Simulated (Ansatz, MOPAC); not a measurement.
Torsion H4–O1–B2–I3 in BH2IO (SMILES OBI); at each angle all else is relaxed with GFN2-xTB, and the levels are single points there.
Geometry at 0° (charge 0, multiplicity 1):
```xyz
5

O     -0.9905    -0.2986    -0.3690
B     -0.0043     0.5465    -0.2045
I      1.0558     0.7383     1.6362
H     -1.2829    -0.8756     0.3401
H      0.3008     1.2190    -1.1088
```
Energies count from the point at 0°.

Frozen-core correlation. Filled d and f shells under p-block atoms count as core. CBS: X⁻³ extrapolation of the correlation energy, Hartree–Fock from the larger set. The state reached by AM1 isn't checked.

Programs: Ansatz (Gaussian basis) for Hartree–Fock, density functionals and correlated methods; MOPAC for AM1 (differences of heats of formation). Each number belongs to the level named beside it. In def2 rows elements past Kr take small-core potentials, without spin–orbit coupling.

Energies in kJ/mol.

```json
[
 {"dihedral (°)": "0", "AM1": "0.0", "SVWN5/def2-TZVPP": "0.0", "MP2/def2-SVP": "0.0", "MP2/def2-QZVPP": "0.0", "MP2/CBS(def2-TZVPP, def2-QZVPP) + ΔCCSD(T)/def2-TZVPP": "0.0"},
 {"dihedral (°)": "30", "AM1": "11.4", "SVWN5/def2-TZVPP": "10.0", "MP2/def2-SVP": "11.1", "MP2/def2-QZVPP": "10.5", "MP2/CBS(def2-TZVPP, def2-QZVPP) + ΔCCSD(T)/def2-TZVPP": "10.3"},
 {"dihedral (°)": "60", "AM1": "45.8", "SVWN5/def2-TZVPP": "34.5", "MP2/def2-SVP": "39.1", "MP2/def2-QZVPP": "36.6", "MP2/CBS(def2-TZVPP, def2-QZVPP) + ΔCCSD(T)/def2-TZVPP": "36.3"},
 {"dihedral (°)": "120", "AM1": "57.4", "SVWN5/def2-TZVPP": "40.4", "MP2/def2-SVP": "45.5", "MP2/def2-QZVPP": "43.3", "MP2/CBS(def2-TZVPP, def2-QZVPP) + ΔCCSD(T)/def2-TZVPP": "42.9"},
 {"dihedral (°)": "150", "AM1": "14.9", "SVWN5/def2-TZVPP": "16.4", "MP2/def2-SVP": "17.2", "MP2/def2-QZVPP": "16.8", "MP2/CBS(def2-TZVPP, def2-QZVPP) + ΔCCSD(T)/def2-TZVPP": "16.7"},
 {"dihedral (°)": "180", "AM1": "1.3", "SVWN5/def2-TZVPP": "6.6", "MP2/def2-SVP": "6.0", "MP2/def2-QZVPP": "6.2", "MP2/CBS(def2-TZVPP, def2-QZVPP) + ΔCCSD(T)/def2-TZVPP": "6.3"},
 {"dihedral (°)": "210", "AM1": "14.9", "SVWN5/def2-TZVPP": "16.4", "MP2/def2-SVP": "17.2", "MP2/def2-QZVPP": "16.8", "MP2/CBS(def2-TZVPP, def2-QZVPP) + ΔCCSD(T)/def2-TZVPP": "16.7"},
 {"dihedral (°)": "240", "AM1": "57.4", "SVWN5/def2-TZVPP": "40.4", "MP2/def2-SVP": "45.5", "MP2/def2-QZVPP": "43.3", "MP2/CBS(def2-TZVPP, def2-QZVPP) + ΔCCSD(T)/def2-TZVPP": "42.9"},
 {"dihedral (°)": "300", "AM1": "45.8", "SVWN5/def2-TZVPP": "34.5", "MP2/def2-SVP": "39.0", "MP2/def2-QZVPP": "36.6", "MP2/CBS(def2-TZVPP, def2-QZVPP) + ΔCCSD(T)/def2-TZVPP": "36.3"},
 {"dihedral (°)": "330", "AM1": "11.4", "SVWN5/def2-TZVPP": "10.0", "MP2/def2-SVP": "11.1", "MP2/def2-QZVPP": "10.4", "MP2/CBS(def2-TZVPP, def2-QZVPP) + ΔCCSD(T)/def2-TZVPP": "10.3"}
]
```

Ansatz is a first-principles code.
